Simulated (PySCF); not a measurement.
Mn⁺: ionisation energy

Mn⁺ [Ar] 3d5 4s1 (7S) → Mn²⁺ [Ar] 3d5 (6S), as a difference of total energies. All numbers are calculated (PySCF 2.14, no relativity, point nucleus, in aug-cc-pVDZ). Correlated levels: valence: [Ar] frozen. The calculations carry no spin-orbit coupling.

```csv
method,ionisation energy (eV)
UHF,14.718
r2SCAN,15.916
B3LYP,15.871
MP2 (valence),15.111
SCS-MP2 (valence),14.849
```

**Question.** How much does correlation contribute at MP2 (valence)?

**Answer.** 15.111 − (14.718) = 0.393 eV, measured against UHF.

These non-relativistic numbers lack the scalar-relativistic shift.

Errors of the correlated levels include the incompleteness of this basis and the frozen core.

For comparison: 15.640 eV (measured; NIST Atomic Spectra Database, ionization energies).
